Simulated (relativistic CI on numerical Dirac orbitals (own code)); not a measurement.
## Co3+ in a cubic cluster: L2,3 absorption with charge transfer

Computed with a charge-transfer multiplet model of a cubic metal-ligand cluster with up to 3 ligand holes, Slater and spin-orbit integrals from Dirac-Coulomb-Breit ions, Slater integrals scaled by 0.9. The parameters are those of a tetrahedral site (10Dq negative, t2 hopping the larger). The ground state mixes d6 with configurations of k ligand holes L, whose averages lie at kΔ + k(k − 1)U_dd/2; a core hole lowers each added d electron by U_cd. 300 K, Lorentzian 0.4 eV and Gaussian 0.3 eV FWHM.

Atomic integrals in eV (Slater integrals scaled, ζ unscaled), ground: F2dd 11.345, F4dd 7.087, zeta_d 0.071; with the core hole: F2dd 12.032, F4dd 7.520, zeta_d 0.093, zeta_core 9.664, F2cd 7.139, G1cd 5.417, G3cd 3.080.

Cluster parameters (eV): U_dd = 7.2, U_cd = 8.9, 10Dq = -0.2, 10Dq(ligand) = 0, V(eg) = 1.38, V(t2g) = -2.34, final-state hopping factor = 0.8.

| Case | n_d | d6 | d7L | d8L2 | d9L3 | S |
| --- | --- | --- | --- | --- | --- | --- |
| Δ = -0.2 eV | 6.61 | 0.46 | 0.47 | 0.06 | 0.00 | 2.00 |
| Δ = 0.8 eV | 6.51 | 0.54 | 0.41 | 0.05 | 0.00 | 2.00 |
| Δ = 2.8 eV | 6.35 | 0.67 | 0.30 | 0.02 | 0.00 | 2.00 |
| Δ = 3.8 eV | 6.29 | 0.73 | 0.26 | 0.02 | 0.00 | 2.00 |
| Δ = 5.8 eV | 6.20 | 0.81 | 0.18 | 0.01 | 0.00 | 2.00 |

Weights, n_d and S are thermal averages at 300 K. Photon energies count from the first peak over 30 % of the highest in each spectrum, which can be another peak from case to case. The parameters are a model scan and need not match a compound or its usual spin state. Peaks in eV (height, largest 100):
- Δ = -0.2 eV: -2.1 (10), 0.0 (100), 4.3 (12), 4.9 (12), 6.6 (7), 13.6 (9), 14.6 (23), 15.4 (31)
- Δ = 0.8 eV: -2.2 (9), 0.0 (100), 0.6 (82), 3.0 (17), 4.4 (11), 5.1 (11), 6.5 (6), 13.6 (9), 14.6 (22), 15.4 (29), 17.1 (9)
- Δ = 2.8 eV: -2.6 (7), 0.0 (100), 0.7 (82), 2.1 (29), 3.5 (17), 5.6 (8), 13.4 (10), 14.6 (25), 15.2 (27), 15.8 (30), 17.5 (9)
- Δ = 3.8 eV: -2.2 (7), 0.0 (83), 0.5 (100), 1.2 (77), 2.7 (30), 4.3 (16), 6.5 (6), 15.1 (25), 16.2 (30), 18.2 (10)
- Δ = 5.8 eV: 0.0 (85), 0.7 (100), 1.5 (74), 3.2 (32), 4.9 (15), 15.3 (25), 16.4 (30), 17.6 (11), 18.7 (10)

Curve for Δ = 3.8 eV (points under 2 left out, the grid thinned):

```json
{"E (eV)": "-3.0", "Intensity": "2.1"}
{"E (eV)": "-2.6", "Intensity": "3.9"}
{"E (eV)": "-2.2", "Intensity": "6.9"}
{"E (eV)": "-1.8", "Intensity": "8.3"}
{"E (eV)": "-1.4", "Intensity": "18.9"}
{"E (eV)": "-1.0", "Intensity": "30.4"}
{"E (eV)": "-0.5", "Intensity": "58.7"}
{"E (eV)": "-0.1", "Intensity": "82.9"}
{"E (eV)": "0.3", "Intensity": "88.9"}
{"E (eV)": "0.7", "Intensity": "92.0"}
{"E (eV)": "1.1", "Intensity": "75.8"}
{"E (eV)": "1.5", "Intensity": "60.0"}
{"E (eV)": "1.9", "Intensity": "34.1"}
{"E (eV)": "2.3", "Intensity": "25.1"}
{"E (eV)": "2.7", "Intensity": "30.1"}
{"E (eV)": "3.1", "Intensity": "20.4"}
{"E (eV)": "3.5", "Intensity": "15.5"}
{"E (eV)": "4.0", "Intensity": "13.8"}
{"E (eV)": "4.4", "Intensity": "15.7"}
{"E (eV)": "4.8", "Intensity": "11.2"}
{"E (eV)": "5.2", "Intensity": "8.2"}
{"E (eV)": "5.6", "Intensity": "6.7"}
{"E (eV)": "6.0", "Intensity": "5.9"}
{"E (eV)": "6.4", "Intensity": "6.2"}
{"E (eV)": "6.8", "Intensity": "5.5"}
{"E (eV)": "7.2", "Intensity": "3.7"}
{"E (eV)": "7.6", "Intensity": "3.0"}
{"E (eV)": "8.0", "Intensity": "2.1"}
{"E (eV)": "13.4", "Intensity": "4.9"}
{"E (eV)": "13.8", "Intensity": "10.6"}
{"E (eV)": "14.2", "Intensity": "14.9"}
{"E (eV)": "14.6", "Intensity": "21.4"}
{"E (eV)": "15.0", "Intensity": "24.8"}
{"E (eV)": "15.4", "Intensity": "24.9"}
{"E (eV)": "15.8", "Intensity": "27.2"}
{"E (eV)": "16.2", "Intensity": "30.3"}
{"E (eV)": "16.6", "Intensity": "20.7"}
{"E (eV)": "17.0", "Intensity": "11.8"}
{"E (eV)": "17.4", "Intensity": "9.4"}
{"E (eV)": "17.9", "Intensity": "7.5"}
{"E (eV)": "18.3", "Intensity": "9.5"}
{"E (eV)": "18.7", "Intensity": "6.8"}
{"E (eV)": "19.1", "Intensity": "5.1"}
{"E (eV)": "19.5", "Intensity": "2.6"}
{"E (eV)": "20.6", "Intensity": "2.0"}
```

For the case Δ = 2.8 eV, Δ = 2.8 eV is smaller than U_dd = 7.2 eV, the charge-transfer side of the Zaanen-Sawatzky-Allen scheme. With the core hole the configuration with one ligand hole lies at Δ + U_dd − U_cd = -1.9, -0.9, 1.1, 2.1, 4.1 eV from the one without, in the order of the table; where this is negative the screened configuration lies lower, though the effective hopping of about 3.3 eV (from the holes of the mixed ground state) mixes the two strongly wherever it is as large as the gap.
